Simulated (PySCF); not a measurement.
Species: ClH₅OSi₂.
Z-matrix (Å and degrees, PBE0-D3(BJ)/def2-SVP geometry), rows numbered from 1:
```
Si
O   1  1.6672
Si  2  1.6425  1  144.75
Cl  3  2.0699  2  109.38  1     9.69
H   1  1.4922  2  110.13  3    67.55
H   1  1.4886  2  107.47  3  -172.98
H   1  1.4915  2  110.25  3   -53.28
H   3  1.4838  2  109.54  1   128.06
H   3  1.4849  2  110.03  1  -108.58
```

The closed-shell ground state was solved at several levels (PySCF, density fitting, gas phase, non-relativistic).

```
              level  basis functions  HOMO (eV)  LUMO (eV)  gap (eV)  dipole (D)
 CAM-B3LYP/pcSseg-2              235     -10.19       0.66     10.85        1.02
CAM-B3LYP/def2-SVPD              138     -10.15       0.71     10.86        1.01
```

**Question.** What might PBE0/pcSseg-1 (114 basis functions) give for the same quantities?

**Answer.** HOMO -8.80 eV, LUMO 0.04 eV, gap 8.84 eV, dipole 1.12 D.

**Question.** How far do the dipole and the HOMO energy spread over the levels?

**Answer.** The dipole runs from 1.01 to 1.12 D (mean 1.05 D) and the HOMO from -10.19 to -8.80 eV.

One conformer stands for the species.
